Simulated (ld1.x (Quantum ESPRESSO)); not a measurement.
**Transferability test, TM potential for Se (Z = 34)**

| Quantity | Value |
| --- | --- |
| Element | selenium (Se) |
| Generator | ld1.x (Quantum ESPRESSO) 7.5 |
| Type | norm-conserving Troullier–Martins (Kleinman–Bylander form) |
| Functional | PBE |
| Relativity | scalar-relativistic |
| Frozen core | [Ar] 3d10 |
| Valence charge | 6 |
| Reference configuration | 4s2 4p2 (charge +2) |
| Partial waves | 4s (bound): rc 1.64 bohr; 4p (bound): rc 2.04 bohr |
| Local potential | all-electron potential smoothed inside 1.58 bohr (lloc = -1) |
| Core correction | a·sin(br)/r model core inside 0.60 bohr |

Energies are relative to the spin-unpolarised reference configuration 4s2 4p2; without spin polarisation the order of configurations can differ from experiment.

| valence configuration | charge | ΔE all-electron (eV) | error AE − PS (meV) |
| --- | --- | --- | --- |
| 4s2 4p4 | 0 | -31.193 | +9.7 |
| 4s2 4p3.5 | +0.5 | -26.884 | +6.0 |
| 4s1 4p4 | +1 | -8.811 | +1.3 |
| 4s1 4p5 | 0 | -20.312 | +7.7 |
| 4s2 4p0 | +4 | 73.052 | -71 |

Q: What are ΔE and the potential's error for 4s2 4p3?

A: ΔE = -20.348 eV all-electron; the error (AE − PS) is +3.3 meV.

Q: What are ΔE and the potential's error for 4s2 4p1?

A: ΔE = 30.868 eV all-electron; the error (AE − PS) is -12 meV.

Note: ghost state, extra bound levels that the all-electron valence spectrum of the same l lacks: d at -13.5 eV. A true bound ghost makes a file unfit for plane-wave use.
